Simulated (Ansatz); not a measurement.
`COB([SiH3])Cl` and `COB([SiH3])I` differ in one element.

Ansatz, PBE0-D4/def2-TZVP geometries, multiplicity 1. Each molecule was computed in one conformer, which needn't be the lowest.

Elements past krypton have def2 core potentials.

```json
{"property": "LUMO energy (ωB97M-V/def2-TZVPP) / eV", "`COB([SiH3])Cl`": "1.05"}
{"property": "LUMO energy (PBE/def2-TZVPP) / eV", "`COB([SiH3])Cl`": "-1.86"}
{"property": "HOMO energy (PBE/def2-TZVPP) / eV", "`COB([SiH3])Cl`": "-6.85"}
{"property": "HOMO–LUMO gap (PBE/def2-TZVPP) / eV", "`COB([SiH3])Cl`": "4.99"}
{"property": "HOMO energy (ωB97M-V/def2-TZVPP) / eV", "`COB([SiH3])Cl`": "-10.24"}
{"property": "LUMO energy (B3LYP/def2-TZVPP) / eV", "`COB([SiH3])Cl`": "-1.11"}
```

**Question.** What does the change do to each property? (Estimate.)

**Answer.** The calculation gave: 
```csv
property,`COB([SiH3])I`,shift
LUMO energy (ωB97M-V/def2-TZVPP) / eV,0.58,-0.47
LUMO energy (PBE/def2-TZVPP) / eV,-2.21,-0.35
HOMO energy (PBE/def2-TZVPP) / eV,-6.17,0.68
HOMO–LUMO gap (PBE/def2-TZVPP) / eV,3.96,-1.03
HOMO energy (ωB97M-V/def2-TZVPP) / eV,-9.37,0.87
LUMO energy (B3LYP/def2-TZVPP) / eV,-1.50,-0.39
```

With PBE0 the HOMO rises by 0.84 eV and the LUMO falls by 0.41 eV, so the gap narrows by about 1.25 eV. PBE moves the HOMO by 0.68 eV and ωB97M-V by 0.87 eV.

B3LYP here is the variant with VWN-RPA as its local correlation; programs differ in this.

Spin–orbit coupling is left out; it splits and shifts lone-pair levels of the heavy atoms by tenths of an eV.
